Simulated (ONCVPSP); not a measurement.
Configuration tests for Tl (ONCV)

Tl (Z = 81), optimised norm-conserving Vanderbilt (ONCV), made with ONCVPSP 4.0.1 (PBE, scalar-relativistic). Core [Kr] 4d10 4f14, reference 5s2 5p6 5d10 6s1 6p2. Waves: 5s+6s: rc 1.40 bohr, ncon 4, nbas 8, qcut 7.4 1/bohr, 2 projectors; 5p+6p: rc 1.30 bohr, ncon 4, nbas 7, qcut 12.9 1/bohr, 2 projectors; 5d: rc 1.75 bohr, ncon 4, nbas 9, qcut 8.6 1/bohr, 2 projectors, debl 0.9 Ha; f scattering state at 0.14 Ha: rc 1.55 bohr, ncon 4, nbas 7, qcut 6.9 1/bohr, 2 projectors, debl 3.6 Ha. Local part: polynomial inside 0.95 bohr (lpopt 4, dvloc0 0 Ha). Core correction: polynomial model core, fcfact 0.6.

Energies are relative to the spin-unpolarised reference configuration 5s2 5p6 5d10 6s1 6p2; without spin polarisation the order of configurations can differ from experiment.

| valence configuration | charge | ΔE all-electron (eV) | error AE − PS (meV) |
| --- | --- | --- | --- |
| 5s2 5p6 5d10 6s2 6p1 | 0 | -7.403 | -0.5 |
| 5s2 5p6 5d10 6s2 6p0 | +1 | -2.236 | -2.9 |
| 5s2 5p6 5d10 6s1 6p0 | +2 | 18.544 | -7.4 |
| 5s1 5p6 5d10 6s2 6p1 | +1 | 131.126 | -482 |

Levels in the configuration 5s2 5p6 5d10 6s2 6p0:

| level | all-electron (eV) | pseudo (eV) |
| --- | --- | --- |
| 5s | -138.281 | -138.229 |
| 5p | -83.389 | -83.383 |
| 5d | -22.755 | -22.758 |
| 6s | -16.309 | -16.304 |
